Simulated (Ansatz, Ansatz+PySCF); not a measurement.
```csv
atom,x (Å),y (Å),z (Å)
C,0.0000,0.0244,-0.7597
C,0.0000,-0.0244,0.7597
O,0.0000,1.0643,-1.3573
O,0.0000,-1.0643,1.3573
H,0.0000,-0.9801,-1.2524
H,0.0000,0.9801,1.2524
```

Basis set: def2-SVP (spherical functions). Correlated methods keep 4 orbitals frozen. Charge 0, multiplicity 1.

Computed with Ansatz (development build ahead of 0.2.0); each method stands on the lowest determinant of its kind that the runs found. Restricted open shells among the atoms or ions are ROHF, correlated in semicanonical orbitals with singles. Restricted functionals stand beside restricted open-shell atoms, which can lie above the unrestricted atoms usual in DFT and then raise those values.

The atomization energy at this shape (free ground-state atoms in the same class of orbitals less the molecule, no zero-point energy) of singlet C₂H₂O₂:

| method | atomization energy |
| --- | --- |
| ωB97X (restricted) | 645.95 kcal/mol |
| ωB97X (unrestricted) | 639.06 kcal/mol |
| r²SCAN (restricted) | 650.46 kcal/mol |
| r²SCAN (unrestricted) | 642.84 kcal/mol |
| PBE (restricted) | 676.50 kcal/mol |
| PBE0 (unrestricted) | 643.42 kcal/mol |
| PBE0 (restricted) | 648.36 kcal/mol |
| RHF-CCSD(T) | 604.55 kcal/mol |
| RHF-MP2 | 624.75 kcal/mol |
| UHF-MP2 | 618.28 kcal/mol |
| UHF | 429.37 kcal/mol |
| RHF | 440.65 kcal/mol |

Task: What does PBE (unrestricted) give?

Result: 672.66 kcal/mol. Caution for UHF-MP2: another reference gives a lower total. Caution for UHF-MP2, UHF: the determinant breaks the point group; the unrestricted determinant is spin contaminated.
